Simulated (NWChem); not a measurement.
GeH₃TeF; SMILES F[Te][GeH3]

Computed with NWChem. The geometry was optimised at PBE0/def2-SVP. def2 effective core potentials on Te; no spin-orbit coupling.

For level Hartree-Fock/def2-TZVPP:

```yaml
orbital gap (eV): 9.75
dipole (D): 3.07
```

How do the values read with level Hartree-Fock/def2-SVP instead?


| Quantity | Result |
|---|---|
| orbital gap (eV) | 10.01 |
| dipole (D) | 3.29 |
